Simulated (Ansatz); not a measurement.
Calculated with Ansatz (gas phase, PBE0-D4/def2-TZVP geometries, no zero-point term in ΔE). CCSD(T)/CBS is the MP2 limit (def2-TZVPP, def2-QZVPP) plus CCSD(T) − MP2 in def2-TZVPP, frozen cores. This one scheme is used for every species. DFT in def2-TZVPP. For Ge, Se outer-core shells are correlated without core-valence functions, which leaves a few kJ/mol of doubt a bond. Scalar relativity is left out up to krypton. Each species was taken in one conformer, which may not be the lowest.

Consider the formal exchange of groups at the Se–C bond: `C[Se][GeH3]` + ethylene → `C=C[Se][GeH3]` + CH₄.

`C[Se][GeH3]`:

Z-matrix (Å, degrees):
```
C
Se 1 1.956
H 1 1.089 2 106.3
H 1 1.088 2 110.5 3 118.6
H 1 1.088 2 110.5 3 -118.6
Ge 2 2.344 1 96.7 3 180.0
H 6 1.534 2 106.7 1 179.9
H 6 1.539 2 110.1 1 59.9
H 6 1.539 2 110.1 1 -60.2
```

`C=C`:

```xyz
6

C    -0.225   -0.148   -0.604
C     0.225    0.148    0.604
H    -0.462    0.624   -1.328
H    -0.376   -1.174   -0.921
H     0.462   -0.625    1.328
H     0.375    1.174    0.921
```

`C=C[Se][GeH3]`:

Cartesian coordinates in Å:
```
C -2.145 -0.645 -0.486
C -0.862 -0.711 -0.164
Se 0.528 -0.115 -1.323
Ge 1.880 0.833 0.354
H -2.897 -1.069 0.170
H -2.487 -0.180 -1.404
H -0.533 -1.177 0.759
H 2.023 -0.187 1.496
H 3.238 1.121 -0.296
H 1.255 2.129 0.895
```

CH₄:

Cartesian coordinates in Å:
```
C 0.000 0.000 0.000
H -0.415 0.855 0.532
H 1.013 0.232 -0.326
H -0.619 -0.222 -0.869
H 0.021 -0.865 0.662
```

```tsv
level	ΔE (kcal/mol)
LDA (SPW92)	-6.1
BLYP-D4	-5.2
BLYP	-4.2
HF/def2-QZVPP	-1.4
```

Task: What does CCSD(T)/CBS give? (Best estimate.)

Result: The calculation gave: -3.9 kcal/mol. The listed levels differ from it by -2.2, -1.3, -0.3, 2.5 kcal/mol.

Largest T1 diagnostic among the species: 0.011.

From BLYP to BHLYP (50 % exact exchange), in def2-TZVPP and without D4, ΔE moves by +1.2 kcal/mol. The D4 term adds −0.8 kcal/mol with B3LYP and −0.5 kcal/mol with PBE0; it sums over pairs of atoms, weighted by their polarisabilities, and B3LYP, whose exchange is more repulsive, gets the larger term. Leaving LDA and LC-ωPBE aside and taking each functional with its dispersion term where it has one, the values, not all of them listed here, spread over 1.8 kcal/mol, from revPBE-D4 to ωB97X-V. LDA lies −1.2 kcal/mol from PBE without D4.

B3LYP here is the variant with VWN-RPA as its local correlation; programs differ in this.
